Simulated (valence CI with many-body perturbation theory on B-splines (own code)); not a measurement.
## Forbidden lines of Xe15+

Level of theory: valence CI with perturbative core correlation (CI+MBPT): three valence electrons over a frozen Dirac-Fock core [Kr], a basis of 7 s, 7 p, 8 d, 6 f, 4 g, 1 h functions for each j, with the one-electron correlation potential Σ1, the two-electron term Σ2, the three-electron term Σ3, Breit, model QED; selected CI, second order for the rest, scaled by the run's own slope (own B-spline code, finite nucleus).

No measured spectrum was set against this ion. As an estimate, terms of the open shell hold to 2 to 4 % of their energy, and close levels can change places. Excitations out of the core, of the other parity, are not computed and may begin above about 64.6 eV (a cautious bound); beyond it only levels of the ground parity were kept, without lifetimes.

Lines 1 to 50 of 120 in falling wavelength, among levels below 520920 cm⁻¹, chosen from the decays that carry over 1 % of a level's rate. Wavelengths and rates use the calculated energies, so an error of 2000 cm⁻¹ moves a line at 8049 Å by 16 % and its rate by three times that or more. Electric multipoles are in the length gauge, E1 and E2 with the static RPA response of the core. S is in atomic units (e²a₀⁴ for E2 and M2, e²a₀⁶ for E3), for M1 in squared Bohr magnetons. Weak lines are less certain than strong ones. Lines between different terms over intervals too small for the method are left out, as are lines whose strength nearly cancels.

Names give the largest LS component (configuration and term), which can be under half, so a name can repeat, a term be missing and a line seem to break the LS rules; names also repeat where a configuration has a term twice. Letters in brackets count levels of one name in rising energy.

```tsv
λ vac (Å)	Upper	Lower	Type	A (s⁻¹)	S (a.u.)
24370	4d³ ⁴P_1/2	4d³ ⁴P_3/2	M1	2.00e+00	2.15e+00
15570	4d³ ⁴F_9/2	4d³ ⁴F_7/2	M1	5.13e+00	7.18e+00
10540	4d³ ⁴F_7/2	4d³ ⁴F_5/2	M1	3.08e+01	1.07e+01
8683	4d³ ⁴F_5/2	4d³ ⁴F_3/2	M1	5.80e+01	8.45e+00
8049	4d³ ²P_3/2	4d³ ²D_5/2 [a]	M1	6.42e+00	4.96e-01
7937	4d³ ²D_5/2 [a]	4d³ ²D_3/2 [a]	M1	1.70e+01	1.89e+00
6377	4d³ ²H_11/2	4d³ ²H_9/2	M1	2.74e+01	3.16e+00
5720	4d³ ⁴P_3/2	4d³ ⁴F_5/2	M1	1.49e+01	4.12e-01
5547	4d³ ²H_9/2	4d³ ⁴F_9/2	M1	8.02e+01	5.07e+00
5453	4d³ ⁴P_5/2	4d³ ⁴P_3/2	M1	6.13e+01	2.21e+00
5147	4d³ ²D_5/2 [a]	4d³ ⁴P_5/2	M1	1.12e+01	3.41e-01
4747	4d³ ²D_3/2 [a]	4d³ ⁴P_1/2	M1	4.15e+01	6.58e-01
4652	4d³ ²P_3/2	4d³ ²P_1/2	M1	7.31e+01	1.09e+00
4361	4d³ ²G_7/2	4d³ ⁴F_7/2	M1	6.34e+01	1.56e+00
4090	4d³ ²H_9/2	4d³ ⁴F_7/2	M1	7.47e+01	1.90e+00
4066	4d³ ²P_1/2	4d³ ⁴P_1/2	M1	2.26e+02	1.12e+00
4039	4d³ ²G_9/2	4d³ ²H_9/2	M1	1.60e+02	3.91e+00
3996	4d³ ²P_3/2	4d³ ²D_3/2 [a]	M1	1.50e+02	1.41e+00
3973	4d³ ²D_3/2 [a]	4d³ ⁴P_3/2	M1	2.04e+02	1.89e+00
3805	4d³ ²G_9/2	4d³ ²G_7/2	M1	1.63e+02	3.33e+00
3797	4d³ ⁴P_5/2	4d³ ⁴F_7/2	M1	6.81e+00	8.29e-02
3485	4d³ ²P_1/2	4d³ ⁴P_3/2	M1	2.68e+00	8.41e-03
3448	4d³ ⁴P_3/2	4d³ ⁴F_3/2	M1	8.53e+01	5.18e-01
3298	4d³ ²F_5/2	4d³ ⁴P_5/2	M1	4.24e+01	3.38e-01
3179	4d³ ²F_7/2	4d³ ⁴P_5/2	M1	2.30e+00	2.19e-02
3139	4d³ ²P_3/2	4d³ ⁴P_5/2	M1	1.39e+02	6.38e-01
3085	4d³ ²G_7/2	4d³ ⁴F_5/2	M1	1.79e+02	1.56e+00
3021	4d³ ⁴P_1/2	4d³ ⁴F_3/2	M1	1.84e+01	3.76e-02
3021	4d³ ⁴P_1/2	4d³ ⁴F_3/2	E2	3.37e-01	1.52e-01
2967	4d³ ²H_11/2	4d³ ⁴F_9/2	M1	4.60e+01	5.34e-01
2965	4d³ ²F_5/2	4d³ ²G_7/2	M1	2.40e+01	1.39e-01
2868	4d³ ²F_7/2	4d³ ²G_7/2	M1	4.80e+01	3.36e-01
2791	4d³ ⁴P_5/2	4d³ ⁴F_5/2	M1	8.95e+00	4.33e-02
2648	4d³ ²D_5/2 [a]	4d³ ⁴P_3/2	M1	2.46e+01	1.01e-01
2610	4d³ ²D_3/2 [b]	4d³ ²P_3/2	M1	1.19e+01	3.14e-02
2510	4d³ ²D_3/2 [b]	4d³ ²F_5/2	M1	1.15e+02	2.70e-01
2478	4d³ ²D_5/2 [b]	4d³ ²P_3/2	M1	2.06e+01	6.96e-02
2454	4d³ ²D_5/2 [b]	4d³ ²F_7/2	M1	1.14e+02	3.76e-01
2387	4d³ ²D_5/2 [b]	4d³ ²F_5/2	M1	2.33e+02	7.04e-01
2344	4d³ ²D_3/2 [a]	4d³ ⁴F_5/2	M1	1.89e+02	3.61e-01
2337	4d³ ²G_9/2	4d³ ⁴F_9/2	M1	1.53e+01	7.26e-02
2185	4d³ ²D_5/2 [a]	4d³ ⁴F_7/2	M1	1.83e+02	4.26e-01
2112	4d³ ⁴P_5/2	4d³ ⁴F_3/2	M1	1.13e+00	2.36e-03
2055	4d³ ²F_5/2	4d³ ⁴P_3/2	M1	2.48e+01	4.78e-02
2032	4d³ ²G_9/2	4d³ ⁴F_7/2	M1	4.26e+01	1.32e-01
1992	4d³ ²P_3/2	4d³ ⁴P_3/2	M1	1.89e+01	2.22e-02
1971	4d³ ²D_3/2 [b]	4d³ ²D_5/2 [a]	M1	1.80e+02	2.04e-01
1946	4d³ ²F_7/2	4d³ ⁴F_9/2	M1	7.74e+01	1.69e-01
1895	4d³ ²D_5/2 [b]	4d³ ²D_5/2 [a]	M1	1.59e+01	2.40e-02
1846	4d³ ²D_3/2 [a]	4d³ ⁴F_3/2	M1	8.07e+01	7.53e-02
```
